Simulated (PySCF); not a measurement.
Bonds (- single, = double, # triple, : aromatic): N1-Si2 1.725 Å, Si2-N3 1.729 Å, Si2-C4 1.905 Å, C4-Si5 1.892 Å. N1 carries H6, H7; Si2 carries H8; N3 carries H9, H10; C4 carries H11, H12; Si5 carries H13, H14, H15.

Geometry: GFN2-xTB; GIAO absolute shieldings from PySCF 2.14.0 with density-fitted response routines, gas phase, non-relativistic, averaged over equivalent atoms.

At PBE0/6-31G* (98 basis functions, 8.9 s wall time on 1 thread of an Arm Neoverse V2, shared host):
| atoms | σ (ppm) |
| --- | --- |
| N1/N3 | 249.9 |
| Si2 | 423.3 |
| Si5 | 464.1 |
| C4 | 197.9 |
| H8 | 26.77 |
| H13/H14/H15 | 28.30 |
| H6/H7/H9/H10 | 32.57 |
| H11/H12 | 32.74 |

Predict the values at PBE0/pcSseg-1 on the same geometry.

## Answers


| atoms | σ at PBE0/pcSseg-1 | change |
| --- | --- | --- |
| N1/N3 | 246.3 | -3.6 |
| Si2 | 367.8 | -55.5 |
| Si5 | 427.5 | -36.6 |
| C4 | 188.2 | -9.7 |
| H8 | 26.49 | -0.28 |
| H13/H14/H15 | 27.81 | -0.49 |
| H6/H7/H9/H10 | 31.44 | -1.13 |
| H11/H12 | 31.92 | -0.82 |

The largest change is at Si2 (silicon bonded to C, 2 N, H). Cost: 149 basis functions, 12 s wall time on 1 thread of an Arm Neoverse V2, shared host.
